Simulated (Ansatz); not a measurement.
The pair A = CH2O (SMILES C=O) (first 4 atoms), B = CH5N (SMILES CN); geometry from B3LYP-D3(BJ)/def2-TZVP.
(charge 0, multiplicity 1):
```xyz
11

C      0.086     0.291     0.743
O     -0.328    -0.831     0.608
H      1.146     0.507     0.967
H     -0.556     1.178     0.601
C      0.248    -0.518     3.880
N     -0.244     0.760     3.361
H      1.338    -0.491     3.915
H     -0.038    -1.314     3.192
H     -0.120    -0.773     4.880
H      0.073     1.534     3.931
H     -1.257     0.781     3.362
```

Correlated levels freeze the cores. MP2 and its Hartree–Fock in aug-cc-pVTZ are density fitted.

Programs: Ansatz (Gaussian orbitals). Values without a source in brackets are computed.

The counterpoise-corrected interaction energy is E(AB) − E(A in the pair's basis) − E(B in the pair's basis). Total energies (hartree):

| level | AB | A in the pair's basis | B in the pair's basis |
|---|---|---|---|
| HF/aug-cc-pVDZ | -209.1179348 | -113.8854575 | -95.2311004 |
| MP2/aug-cc-pVDZ | -209.7992906 | -114.2192791 | -95.5744508 |
| HF/aug-cc-pVTZ | -209.1706318 | -113.9138410 | -95.2554670 |
| MP2/aug-cc-pVTZ | -209.9904174 | -114.3165982 | -95.6673674 |
| CCSD(T)/aug-cc-pVDZ | -209.8652805 | -114.2456756 | -95.6145086 |

Work out the counterpoise-corrected interaction energy at the basis-set limit: extrapolate the MP2 correlation part as X⁻³, take Hartree–Fock from the larger set, and add the CCSD(T) − MP2 difference of aug-cc-pVDZ.


1. Differences (1 hartree = 627.509 kcal/mol): HF/aug-cc-pVDZ -0.864; MP2/aug-cc-pVDZ -3.489; HF/aug-cc-pVTZ -0.831; MP2/aug-cc-pVTZ -4.048; CCSD(T)/aug-cc-pVDZ -3.198.
2. Correlation parts, MP2 less HF: -2.625 in aug-cc-pVDZ (X = 2), -3.218 in aug-cc-pVTZ (X = 3).
3. Limit (3³·(-3.218) − 2³·(-2.625))/(3³ − 2³) = -3.467; with HF/aug-cc-pVTZ it gives -4.298.
4. CCSD(T) less MP2 in aug-cc-pVDZ: 0.291.
Result: -4.01 kcal/mol, against -3.49 at MP2/aug-cc-pVDZ. It is an estimate of this method's limit, not of the exact value.

Ansatz is an electronic-structure program.
